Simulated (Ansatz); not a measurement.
The same path of Cl3HOSn + H4Si (11 atoms, charge 0, multiplicity 1) was run 3 times with different band settings. Lost on the way: Sn1–O2, Si7–H11. Made: Sn1–Si7, O2–H11.

All numbers below come from Ansatz, RKS PBE0/def2-SVP.

Relaxed end points:

```xyz
11
Properties=species:S:1:pos:R:3
Sn -0.346 0.587 -0.124
O -0.742 0.681 1.789
H -0.332 -0.054 2.268
Cl 1.915 0.924 -0.550
Cl -1.593 2.252 -1.134
Cl -0.939 -1.488 -1.000
Si 1.700 -2.878 1.471
H 0.744 -4.021 1.457
H 2.275 -2.654 0.117
H 2.787 -3.128 2.461
H 0.962 -1.644 1.896
```

```xyz
11
Properties=species:S:1:pos:R:3
Sn 0.395 -0.611 -0.291
O 0.377 -0.140 2.381
H -0.528 0.200 2.414
Cl 1.797 1.282 -0.053
Cl -1.806 0.154 0.132
Cl 0.359 -0.902 -2.631
Si 1.131 -2.740 0.929
H -0.011 -3.154 1.787
H 1.447 -3.784 -0.087
H 2.337 -2.382 1.724
H 0.934 0.652 2.345
```

Common settings: spring 5.0 eV/Å²; optimiser quadratic models (default); force threshold 0.05 eV/Å; end points relaxed.

| run | movable images | climbing image | start path | iteration limit |
| --- | --- | --- | --- | --- |
| 1 | 9 | yes | through a guess of the saddle point | 51 |
| 2 | 9 | yes | straight line | 51 |
| 3 | 2 | no | through a guess of the saddle point | 60 |

Problem. What does each run give, and how far can it be trusted?

Solution. Run 1: converged after 26 iterations, highest image 1.456 eV above the first end. Neighbouring images differ by up to 1.4 eV, so the band resolves the path poorly. A vibrational analysis at the climbing image gives one clearly imaginary mode, 1394i cm⁻¹: a first-order saddle point.
Run 2: converged after 36 iterations, highest image 1.456 eV above the first end. Neighbouring images differ by up to 1.6 eV, so the band resolves the path poorly. Another band between the same ends (9 images) ends at a top of the same energy, where a vibrational analysis finds 1 clearly imaginary mode.
Run 3: converged after 16 iterations, highest image 0.062 eV above the first end. No image climbed, so the highest image needn't sit at the top of the path. A band with more images between the same ends climbed to 1.46 eV, so this one has probably stepped over the top. So few images can step over the top or miss a turn of the path.
The orbitals stay closed-shell, which can raise the energy where a bond breaks towards radicals; this wasn't checked here.
